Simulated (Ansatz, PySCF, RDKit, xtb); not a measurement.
Noncovalent pair: H2O (SMILES O) (first 3 atoms) with PH3 (SMILES P); geometry from B3LYP-D3(BJ)/def2-TZVP, rigid monomers moved along the line of their centres of mass till H2···P4 is 3.62 Å.
(charge 0, multiplicity 1):
| atom | x (Å) | y (Å) | z (Å) |
|---|---|---|---|
| O | 0.2632 | -0.0779 | -0.5425 |
| H | 0.1242 | 0.0001 | 0.4118 |
| H | 1.1449 | 0.2748 | -0.6984 |
| P | -0.6906 | 0.1974 | 3.9291 |
| H | -0.0549 | -0.5197 | 4.9716 |
| H | -0.8181 | 1.3927 | 4.6775 |
| H | -1.9881 | -0.2717 | 4.2455 |

Monomers are frozen at their geometry in the pair; levels with a basis set take the counterpoise correction. Rows marked so take none. RDKit's UFF carries no charges.

Frozen-core correlation. CBS: X⁻³ extrapolation of the correlation energy, Hartree–Fock from the larger set. Rows in 3-21G, 6-31G* carry no dispersion term and start afresh at each structure (6-31G* with six Cartesian d functions).

The values were computed with Ansatz (Gaussian basis) for Hartree–Fock, density functionals and correlated methods; PySCF for 3-21G rows, 6-31G* rows, the dispersion terms; RDKit for the force fields; xtb for the GFN methods. Each number belongs to the level named beside it.

```
level                                          interaction energy (kJ/mol)
---------------------------------------------  ---------------------------
UFF                                                                   -1.0
GFN2-xTB                                                              -3.9
HF/3-21G (no counterpoise)                                            -7.2
HF/aug-cc-pV(D+d)Z                                                    -4.6
PBE-D4/def2-TZVPPD                                                     [?]
BP86/6-31G* (no counterpoise)                                         -5.1
r2SCAN-D3(BJ)/def2-TZVPPD                                             -5.2
B3LYP-D3(BJ)/def2-TZVPPD                                              -5.4
CCSD(T)/CBS(aug-cc-pV(D+d)Z, aug-cc-pV(T+d)Z)                         -5.2
```

Fill in the missing entries.


- PBE-D4/def2-TZVPPD, interaction energy (kJ/mol): -5.9

Ansatz is a quantum-chemistry and plane-wave program.
